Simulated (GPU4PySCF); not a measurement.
PVDF trimer (C7H10F6), SMILES FC(CC(F)(F)CC(F)(C)F)(F)C.

Geometry optimised at ωB97M-D3(BJ)/def2-TZVP. Other conformers were not sampled.

All values below come from GPU4PySCF with TDA-CAM-B3LYP/def2-SVPD.

Vertical excitations. Gas-phase values at a fixed geometry.

```json
[
 {"state": "S1", "energy (eV)": "9.34", "λ (nm)": "133", "f": "0.003", "main pairs": "HOMO→LUMO 86 %"},
 {"state": "S2", "energy (eV)": "9.79", "λ (nm)": "127", "f": "0.056", "main pairs": "HOMO−1→LUMO 57 %, HOMO→LUMO+1 31 %"},
 {"state": "S3", "energy (eV)": "9.95", "λ (nm)": "125", "f": "0.008", "main pairs": "HOMO−2→LUMO 74 %, HOMO−1→LUMO+1 12 %"},
 {"state": "S4", "energy (eV)": "10.23", "λ (nm)": "121", "f": "0.029", "main pairs": "HOMO→LUMO+3 56 %, HOMO−1→LUMO 9 %"},
 {"state": "S5", "energy (eV)": "10.27", "λ (nm)": "121", "f": "0.009", "main pairs": "HOMO→LUMO+2 56 %, HOMO→LUMO+6 10 %"},
 {"state": "S6", "energy (eV)": "10.44", "λ (nm)": "119", "f": "0.001", "main pairs": "HOMO→LUMO+1 20 %, HOMO−1→LUMO+5 15 %, HOMO−1→LUMO+2 13 %, HOMO−1→LUMO 9 %"},
 {"state": "S7", "energy (eV)": "10.55", "λ (nm)": "118", "f": "0.007", "main pairs": "HOMO→LUMO+5 38 %, HOMO→LUMO+2 15 %, HOMO−1→LUMO+3 9 %, HOMO−1→LUMO+10 6 %"},
 {"state": "S8", "energy (eV)": "10.74", "λ (nm)": "115", "f": "0.000", "main pairs": "HOMO→LUMO+4 23 %, HOMO−1→LUMO+2 11 %, HOMO−2→LUMO+3 8 %, HOMO−2→LUMO+1 7 %"},
 {"state": "S9", "energy (eV)": "10.78", "λ (nm)": "115", "f": "0.128", "main pairs": "HOMO→LUMO+6 17 %, HOMO−1→LUMO+3 16 %, HOMO−2→LUMO+2 10 %, HOMO→LUMO+2 8 %"},
 {"state": "S10", "energy (eV)": "10.82", "λ (nm)": "115", "f": "0.005", "main pairs": "HOMO−2→LUMO+1 21 %, HOMO−3→LUMO 14 %, HOMO→LUMO+1 11 %, HOMO→LUMO+7 10 %"},
 {"state": "S11", "energy (eV)": "10.84", "λ (nm)": "114", "f": "0.013", "main pairs": "HOMO−7→LUMO 63 %"},
 {"state": "S12", "energy (eV)": "10.86", "λ (nm)": "114", "f": "0.005", "main pairs": "HOMO−3→LUMO 39 %, HOMO−1→LUMO+2 13 %, HOMO−4→LUMO+1 13 %, HOMO→LUMO+7 10 %"},
 {"state": "T1", "energy (eV)": "9.15", "λ (nm)": "135", "f": "0", "main pairs": "HOMO→LUMO 78 %"},
 {"state": "T2", "energy (eV)": "9.60", "λ (nm)": "129", "f": "0", "main pairs": "HOMO−1→LUMO 53 %, HOMO→LUMO+1 26 %"},
 {"state": "T3", "energy (eV)": "9.70", "λ (nm)": "128", "f": "0", "main pairs": "HOMO−2→LUMO 67 %, HOMO−1→LUMO+1 10 %"},
 {"state": "T4", "energy (eV)": "9.92", "λ (nm)": "125", "f": "0", "main pairs": "HOMO→LUMO+3 33 %, HOMO−2→LUMO+3 9 %, HOMO−1→LUMO 8 %, HOMO→LUMO+7 7 %"}
]
```
Triplets are in the Tamm–Dancoff approximation.
